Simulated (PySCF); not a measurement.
C4H6ClF, SMILES F/C=C/CCCl. Atoms are numbered in the order given.

```xyz
12

F      2.8555     0.0207     0.2676
C      1.5372    -0.1307     0.0827
C      0.9500     0.2390    -1.0565
C     -0.5061     0.0947    -1.3838
C     -1.3686    -0.6552    -0.3880
Cl    -1.5969     0.2471     1.1626
H      1.0394    -0.5578     0.9588
H      1.5914     0.6851    -1.8258
H     -0.5975    -0.4444    -2.3471
H     -0.9505     1.0908    -1.5675
H     -2.3768    -0.8177    -0.7922
H     -0.9329    -1.6310    -0.1254
```
Charge 0, spin multiplicity 1.

The structure is a stationary point at r2SCAN-D4/def2-SVP. The structure was generated by enumeration; whether it is a known compound was not checked. Other conformers were not sampled.

Method: SMD-B3LYP/6-31G* (PySCF).

Solvation free energies are E(SMD) − E(gas) at the gas-phase geometry, for 1 M in both phases. In vacuum the dipole moment is 2.52 D.

```
solvent            ΔG(solv) (kcal/mol)  its non-electrostatic (CDS) part  dipole (D)
-----------------  -------------------  --------------------------------  ----------
water                             -1.5                               3.6        3.43
chlorobenzene                     -5.6                              -1.8        3.20
dimethylsulfoxide                 -4.6                               0.4        3.42
```
